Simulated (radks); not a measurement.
The cobalt ion Co2+, configuration [Ar] 3d7. Calculated with a radial shooting solver on a logarithmic mesh with Libxc functionals: Dirac Kohn-Sham, PBEsol, spin-unpolarised, spherical densities, point nucleus; open shells are shared between the two j in proportion to 2j + 1. Some entries of the table are withheld. Estimate them.

orbital  occ.  eigenvalue (hartree)  <r^2> (bohr^2)
1s1/2       2                   (1)        0.004252
2s1/2       2             -33.68103             (2)
2p1/2       2             -29.32086         0.06114
2p3/2       4             -28.77680         0.06274
3s1/2       2              -4.45179          0.6940
3p1/2       2                   (3)          0.7755
3p3/2       4                   (4)          0.7941
3d3/2     2.8                   (5)           1.346
3d5/2     4.2                   (6)           1.360
4s1/2       0              -0.76181             (7)
4p1/2       0              -0.53440           9.569
4p3/2       0              -0.52936           9.732

Answer. 
(1) 1s1/2 eigenvalue (hartree): -279.4061
(2) 2s1/2 <r^2> (bohr^2): 0.07711
(3) 3p1/2 eigenvalue (hartree): -3.15252
(4) 3p3/2 eigenvalue (hartree): -3.08456
(5) 3d3/2 eigenvalue (hartree): -0.99786
(6) 3d5/2 eigenvalue (hartree): -0.99056
(7) 4s1/2 <r^2> (bohr^2): 6.646
